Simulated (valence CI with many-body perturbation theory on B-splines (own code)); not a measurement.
E1 line list for C⁺

Method: valence CI with perturbative core correlation (CI+MBPT): three valence electrons over a frozen Dirac-Fock core [He], radial functions for each j: 11 s, 11 p, 9 d, 7 f, 5 g, 2 h, 1 i, with the one-electron correlation potential Σ1 (screened to all orders), the two-electron term Σ2, the three-electron term Σ3, Breit, model QED; selected single and double excitations, second order for the rest (own B-spline code, finite nucleus).

Against 29 measured levels this calculation errs by 41 cm⁻¹ on average and by 104 at most. These come from a selection out of the NIST Handbook of Basic Atomic Spectroscopic Data. Levels without a partner in it may be off by more.

Lines 101 to 150 of 225 in falling wavelength, among levels below 178567 cm⁻¹, chosen from the strongest by gf and those to the six lowest levels. Wavelengths and rates use the calculated energies, so an error of 40 cm⁻¹ moves a line at 1933 Å by 0.077 % and its rate by three times that or more. Electric multipoles are in the length gauge, E1 and E2 with the static RPA response of the core. Weak lines are less certain than strong ones. Lines between different terms over intervals too small for the method are left out, as are lines whose strength nearly cancels. The highest levels of a list are the least certain.

Names give the largest LS component (configuration and term), which can be under half, so a name can repeat, a term be missing and a line seem to break the LS rules; names also repeat where a configuration has a term twice.

| λ vac (Å) | λ from measured levels | Upper | Lower | A (s⁻¹) | S (a.u.) |
| --- | --- | --- | --- | --- | --- |
| 1933 | 1927 | 2s2 4p 2P°_1/2 | 2s 2p2 2P_1/2 | 9.79e+06 | 6.98e-02 |
| 1932 | 1927 | 2s2 4p 2P°_3/2 | 2s 2p2 2P_1/2 | 2.45e+06 | 3.50e-02 |
| 1914 | 1916 | 2p3 2P°_1/2 | 2s2 3s 2S_1/2 | 2.71e+06 | 1.87e-02 |
| 1913 | 1915 | 2p3 2P°_3/2 | 2s2 3s 2S_1/2 | 2.67e+06 | 3.68e-02 |
| 1854 | 1853 | 2p3 2D°_3/2 | 2s 2p2 2S_1/2 | 1.39e+03 | 1.75e-05 |
| 1780 | 1775 | 2s 2p 3s 4P°_3/2 | 2s 2p2 2P_3/2 | 6.09e+03 | 6.78e-05 |
| 1779 | 1774 | 2s 2p 3s 4P°_3/2 | 2s 2p2 2P_1/2 | 1.32e+03 | 1.47e-05 |
| 1763 | 1761 | 2s2 3p 2P°_1/2 | 2s 2p2 2D_3/2 | 4.07e+07 | 2.20e-01 |
| 1763 | 1760 | 2s2 3p 2P°_3/2 | 2s 2p2 2D_3/2 | 4.07e+06 | 4.40e-02 |
| 1763 | 1760 | 2s2 3p 2P°_3/2 | 2s 2p2 2D_5/2 | 3.67e+07 | 3.97e-01 |
| 1724 | 1722 | 2p3 2P°_1/2 | 2s 2p2 2P_3/2 | 1.15e+08 | 5.83e-01 |
| 1723 | 1722 | 2p3 2P°_3/2 | 2s 2p2 2P_3/2 | 2.91e+08 | 2.93e+00 |
| 1723 | 1721 | 2p3 2P°_1/2 | 2s 2p2 2P_1/2 | 2.32e+08 | 1.17e+00 |
| 1722 | 1720 | 2p3 2P°_3/2 | 2s 2p2 2P_1/2 | 5.78e+07 | 5.83e-01 |
| 1700 |  | 2s2 5p 2P°_1/2 | 2s2 3s 2S_1/2 | 9.14e+06 | 4.44e-02 |
| 1700 |  | 2s2 5p 2P°_3/2 | 2s2 3s 2S_1/2 | 9.29e+06 | 9.01e-02 |
| 1631 |  | 2s 2p 3s 2P°_1/2 | 2s2 3s 2S_1/2 | 2.44e+06 | 1.04e-02 |
| 1630 |  | 2s 2p 3s 2P°_3/2 | 2s2 3s 2S_1/2 | 2.31e+06 | 1.98e-02 |
| 1549 |  | 2s2 5p 2P°_1/2 | 2s 2p2 2P_3/2 | 1.33e+07 | 4.88e-02 |
| 1549 |  | 2s2 5p 2P°_3/2 | 2s 2p2 2P_3/2 | 3.29e+07 | 2.41e-01 |
| 1548 |  | 2s2 5p 2P°_1/2 | 2s 2p2 2P_1/2 | 2.69e+07 | 9.85e-02 |
| 1548 |  | 2s2 5p 2P°_3/2 | 2s 2p2 2P_1/2 | 6.40e+06 | 4.68e-02 |
| 1518 | 1515 | 2s2 4p 2P°_1/2 | 2s 2p2 2S_1/2 | 2.18e+05 | 7.52e-04 |
| 1517 | 1514 | 2s2 4p 2P°_3/2 | 2s 2p2 2S_1/2 | 1.95e+05 | 1.35e-03 |
| 1491 |  | 2s 2p 3s 2P°_1/2 | 2s 2p2 2P_3/2 | 3.87e+06 | 1.27e-02 |
| 1491 | 1490 | 2p3 4S°_3/2 | 2s 2p2 2D_5/2 | 9.39e+01 | 6.14e-07 |
| 1490 |  | 2s 2p 3s 2P°_3/2 | 2s 2p2 2P_3/2 | 9.60e+06 | 6.27e-02 |
| 1490 |  | 2s 2p 3s 2P°_1/2 | 2s 2p2 2P_1/2 | 7.88e+06 | 2.57e-02 |
| 1489 |  | 2s 2p 3s 2P°_3/2 | 2s 2p2 2P_1/2 | 1.82e+06 | 1.19e-02 |
| 1385 | 1384 | 2p3 2P°_1/2 | 2s 2p2 2S_1/2 | 1.55e+05 | 4.05e-04 |
| 1385 | 1384 | 2p3 2P°_3/2 | 2s 2p2 2S_1/2 | 2.53e+05 | 1.33e-03 |
| 1335 | 1336 | 2s 2p2 2D_5/2 | 2s2 2p 2P°_3/2 | 2.89e+08 | 2.03e+00 |
| 1335 | 1336 | 2s 2p2 2D_3/2 | 2s2 2p 2P°_3/2 | 4.78e+07 | 2.24e-01 |
| 1334 | 1335 | 2s 2p2 2D_3/2 | 2s2 2p 2P°_1/2 | 2.42e+08 | 1.13e+00 |
| 1324 | 1324 | 2p3 2D°_5/2 | 2s 2p2 2D_3/2 | 3.27e+07 | 2.25e-01 |
| 1324 | 1324 | 2p3 2D°_5/2 | 2s 2p2 2D_5/2 | 4.56e+08 | 3.13e+00 |
| 1324 | 1324 | 2p3 2D°_3/2 | 2s 2p2 2D_3/2 | 4.38e+08 | 2.01e+00 |
| 1324 | 1324 | 2p3 2D°_3/2 | 2s 2p2 2D_5/2 | 4.97e+07 | 2.28e-01 |
| 1270 |  | 2s2 5p 2P°_1/2 | 2s 2p2 2S_1/2 | 7.82e+07 | 1.58e-01 |
| 1270 |  | 2s2 5p 2P°_3/2 | 2s 2p2 2S_1/2 | 7.79e+07 | 3.15e-01 |
| 1230 |  | 2s 2p 3s 2P°_1/2 | 2s 2p2 2S_1/2 | 1.58e+08 | 2.90e-01 |
| 1230 |  | 2s 2p 3s 2P°_3/2 | 2s 2p2 2S_1/2 | 1.59e+08 | 5.84e-01 |
| 1143 | 1142 | 2s2 4p 2P°_1/2 | 2s 2p2 2D_3/2 | 1.86e+08 | 2.75e-01 |
| 1143 | 1142 | 2s2 4p 2P°_3/2 | 2s 2p2 2D_3/2 | 1.86e+07 | 5.48e-02 |
| 1143 | 1142 | 2s2 4p 2P°_3/2 | 2s 2p2 2D_5/2 | 1.67e+08 | 4.91e-01 |
| 1128 | 1128 | 2s2 3p 2P°_3/2 | 2s 2p2 4P_5/2 | 2.08e+02 | 5.88e-07 |
| 1127 | 1127 | 2s2 3p 2P°_1/2 | 2s 2p2 4P_3/2 | 1.34e+01 | 1.90e-08 |
| 1127 | 1127 | 2s2 3p 2P°_3/2 | 2s 2p2 4P_3/2 | 1.38e+01 | 3.89e-08 |
| 1127 | 1127 | 2s2 3p 2P°_1/2 | 2s 2p2 4P_1/2 | 4.75e+01 | 6.71e-08 |
| 1127 | 1127 | 2s2 3p 2P°_3/2 | 2s 2p2 4P_1/2 | 8.46e+01 | 2.39e-07 |
